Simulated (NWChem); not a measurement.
Everything below was run with NWChem. System: ClCu, charge 0, spin multiplicity 1, at a geometry optimised with PBE0/def2-SVP. The structure started from a generated list of species.

Job file:

```
start mol
memory heap 200 mb stack 900 mb global 1100 mb
geometry units angstroms nocenter noautoz
  Cu     0.000000     0.000000    -0.769842
  Cl     0.000000     0.000000     1.313260
  symmetry group C2v
end
basis spherical
  * library def2-svpd
end
dft
  xc b3lyp
  semidirect memsize 60000000 filesize 0
  iterations 100
end
tddft
  rpa
  nroots 6
  notriplet
  thresh 1e-4
end
task tddft energy
```

The output up to the point where the run's verdict is printed (cleaned and shortened):

```
             Northwest Computational Chemistry Package (NWChem) 7.3.0
             --------------------------------------------------------

                                NWChem Input Module
                                -------------------

 Scaling coordinates for geometry "geometry" by  1.889725989
 (inverse scale =  0.529177249)

 Turning off AUTOSYM since
 SYMMETRY directive was detected!

                             Geometry "geometry" -> ""
                             -------------------------

 Output coordinates in angstroms (scale by  1.889725989 to convert to a.u.)

  No.       Tag          Charge          X              Y              Z
 ---- ---------------- ---------- -------------- -------------- --------------
    1 Cu                  29.0000     0.00000000     0.00000000    -0.76984200
    2 Cl                  17.0000     0.00000000     0.00000000     1.31326000

 Effective nuclear repulsion energy (a.u.)     125.2384106764

            Nuclear Dipole moment (a.u.)
            ----------------------------
        X                 Y               Z
 ---------------- ---------------- ----------------
     0.0000000000     0.0000000000     0.0000037795

      Symmetry information
      --------------------

 Group name             C2v
 Group number             16
 Group order               4
 No. of unique centers     2

      Symmetry unique atoms

     1    2


 Summary of "ao basis" -> "" (spherical)
 ------------------------------------------------------------------------------
       Tag                 Description            Shells   Functions and Types
 ---------------- ------------------------------  ------  ---------------------
 *                         def2-svpd                  on all atoms

                                 NWChem DFT Module
                                 -----------------

 Summary of "ao basis" -> "ao basis" (spherical)
 ------------------------------------------------------------------------------
       Tag                 Description            Shells   Functions and Types
 ---------------- ------------------------------  ------  ---------------------
[...]
         348.321066917706           0.000000000000           0.000000000000
           0.000000000000         348.321066917706           0.000000000000
           0.000000000000           0.000000000000           0.000000000000

     Multipole analysis of the density
     ---------------------------------

     L   x y z        total         alpha         beta         nuclear
     -   - - -        -----         -----         ----         -------
     0   0 0 0     -0.000000    -23.000000    -23.000000     46.000000

     1   1 0 0      0.000000      0.000000      0.000000      0.000000
     1   0 1 0      0.000000      0.000000      0.000000      0.000000
     1   0 0 1     -0.502231     -0.251117     -0.251117      0.000004

     2   2 0 0    -21.878076    -10.939038    -10.939038      0.000000
     2   1 1 0     -0.000000     -0.000000     -0.000000      0.000000
     2   1 0 1     -0.000000     -0.000000     -0.000000      0.000000
     2   0 2 0    -21.878076    -10.939038    -10.939038      0.000000
     2   0 1 1     -0.000000     -0.000000     -0.000000      0.000000
     2   0 0 2    -25.643289    -95.859827    -95.859827    166.076365

                                NWChem TDDFT Module
                                -------------------

            General Information
            -------------------
           No. of orbitals :     122
            Alpha orbitals :      61
             Beta orbitals :      61
        Alpha frozen cores :       0
         Beta frozen cores :       0
     Alpha frozen virtuals :       0
      Beta frozen virtuals :       0
         Spin multiplicity :       1
    Number of AO functions :      61
        Use of symmetry is : off
      Symmetry adaption is : on
         Schwarz screening :  0.10D-07

              XC Information
              --------------
                  B3LYP Method XC Potential
              Hartree-Fock (Exact) Exchange   0.20
                 Slater Exchange Functional   0.80 local
             Becke 1988 Exchange Functional   0.72 non-local
       Lee-Yang-Parr Correlation Functional   0.81
           VWN I RPA Correlation Functional   0.19 local

             TDDFT Information
             -----------------
          Calculation type : TDDFT
         Wavefunction type : Restricted singlets
          No. of electrons :      46
           Alpha electrons :      23
            Beta electrons :      23
              No. of roots :       6
          Max subspacesize :    5200
            Max iterations :     100
               Target root :       1
           Target symmetry : none
      Symmetry restriction : off
                 Algorithm : Optimal
        Davidson threshold :  0.10D-03

            Memory Information
            ------------------
          Available GA space size is         144175479 doubles
          Available MA space size is          50653844 doubles
          Length of a trial vector is          874
          Algorithm : Incore multiple tensor contraction
          Estimated peak GA usage is          18383180 doubles
          Estimated peak MA usage is             25800 doubles

    6 smallest eigenvalue differences (eV)
--------------------------------------------------------
  No. Spin  Occ  Vir  Irrep   E(Occ)    E(Vir)   E(Diff)
--------------------------------------------------------
    1    1   23   24 a2       -0.261    -0.711   -12.230
    2    1   22   24 b2       -0.341    -0.711   -10.052
    3    1   21   24 b1       -0.341    -0.711   -10.052
    4    1   20   24 a2       -0.423    -0.711    -7.837
    5    1   19   24 a2       -0.770    -0.711     1.625
    6    1   18   24 b1       -0.827    -0.711     3.162
--------------------------------------------------------

  Entering Davidson iterations
  Restricted singlet excited states

  Iter   NTrls   NConv    DeltaV     DeltaE      Time
  ----  ------  ------  ---------  ---------  ---------
```

The program stopped with an error. NWChem stopped with the message: tddft_diagon: A-B is not positive-definite; try TDA.
